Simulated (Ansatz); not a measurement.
`C[SiH2][S][Ti]([Cl])([Cl])[Cl]` + HBr → `C[SiH2]Br` + `[SH][Ti]([Cl])([Cl])[Cl]` at 600 K and 1 bar (ligand exchange at the Si–S bond).

Isolated molecules relaxed with PBE0-D4/def2-TZVP in Ansatz; ΔE leaves out vibrations. CCSD(T)/CBS adds triple-zeta CCSD(T) − MP2 to the extrapolated MP2 energy (def2 sets, frozen cores). For Br, Ti outer-core shells are correlated without core-valence functions, which leaves a few kJ/mol of doubt a bond. Scalar relativity is left out up to krypton. One conformer a species, not always the lowest.

```tsv
species	CCSD(T)/CBS energy (Eh)	H − E (kJ/mol)	S (J/(mol·K))
`C[SiH2][S][Ti]([Cl])([Cl])[Cl]`	-2956.45554	251.8	602.4
HBr	-2573.91920	33.5	219.1
`C[SiH2]Br`	-2903.51417	189.6	377.3
`[SH][Ti]([Cl])([Cl])[Cl]`	-2626.86635	93.8	471.2
```

H − E and S are ideal-gas, rigid-rotor, harmonic terms from PBE0-D4/def2-TZVP, for one conformer and one mirror image of each species. 1 Eh = 2625.50 kJ/mol, R = 8.31446 J/(mol·K).

Question: By hand: ΔE, ΔH, ΔS and ΔG.

Answer: ΔE = (-2903.51417) + (-2626.86635) − (-2956.45554) − (-2573.91920) = -0.00578 Eh = -15.2 kJ/mol. Δ(H − E) = 189.6 + 93.8 − 251.8 − 33.5 = -1.9, so ΔH = -17.1 kJ/mol. ΔS = 377.3 + 471.2 − 602.4 − 219.1 = 27.0 J/(mol·K). ΔG = -17.1 − 600 × (27.0)/1000 = -33.3 kJ/mol.

Question: By hand: the equilibrium constant, and the temperature at which ΔG would vanish if ΔH and ΔS stayed fixed.

Answer: log₁₀ K = −ΔG/(RT ln 10) = 2.9. ΔH and −TΔS have one sign here, so there is no such temperature.

TΔS isn't small against ΔH here. A doubt of 5 kJ/mol in ΔE shifts log₁₀ K by 0.4 here. Other conformers and mirror images would add mixing entropy, several J/(mol·K) or more a flexible species. Modes under 60 cm⁻¹, often nearly free rotors, make the harmonic entropy too high. These are equilibria of isolated gas molecules and say nothing of rates. Largest T1 diagnostic: 0.026 (customary marks: 0.02 for closed shells, 0.045 for open ones).
